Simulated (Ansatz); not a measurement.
Energy needed to pull apart AlBGeH$_{6}$ (SMILES [BH2][AlH][GeH3]), closed shell, into free ground-state atoms, from the structure below (displaced at random from a GFN2-xTB minimum); no zero-point or spin–orbit terms; open-shell atoms are treated unrestricted, in their ground-state multiplicity.

```
9
angstrom
B -1.2318 1.0390 -1.6028
Al 0.0294 0.9788 0.0322
Ge 0.8456 -1.0685 1.1013
H -1.6875 0.0515 -2.0796
H -1.5252 2.0206 -2.1854
H 0.5580 2.2806 0.7256
H 2.1089 -1.7363 0.6519
H -0.1193 -2.2174 0.8134
H 1.0037 -1.2637 2.5746
```

Computed with Ansatz 0.2.0 (basis: def2-TZVPP); correlated methods freeze the cores. Filled d shells of the heavier atoms are correlated. The def2 sets are not built for correlating such inner shells, so the correlated values are less sure here.

```csv
method,atomization energy (kJ/mol)
PBE-D4,2300
revPBE-D4,?
r2SCAN-D4,2345
PBE0-D4,2306
HSE06-D4,2305
wB97M-V,?
HF,1784
MP2,2265
CCSD,2277
CCSD(T),2295
```

(1) What does revPBE-D4 give? (An estimate is asked for; the value comes from the calculation.)

(2) What does wB97M-V give? (An estimate is asked for; the value comes from the calculation.)

No T1 diagnostic of these runs exceeds 0.012.

Results:

(1) Computed: 2261 kJ/mol, which is about 34 kJ/mol less than CCSD(T)/def2-TZVPP.

(2) By the calculation: 2328 kJ/mol, which is about 33 kJ/mol more than CCSD(T)/def2-TZVPP.

In triple zeta the MP2 and coupled-cluster atomization energies are still short of their basis limit by a few kcal/mol a bond, whereas those of the functionals are nearly converged, so these differences are not deviations from converged CCSD(T).

For scale, one of the runs: CCSD(T)/def2-TZVPP forces, 205 basis functions (an equivalent command: `ansatz run in.yaml --threads 4`). The run took 8.1 min on 4 CPU threads (shared host), with 2.8 GiB of host memory at its peak.
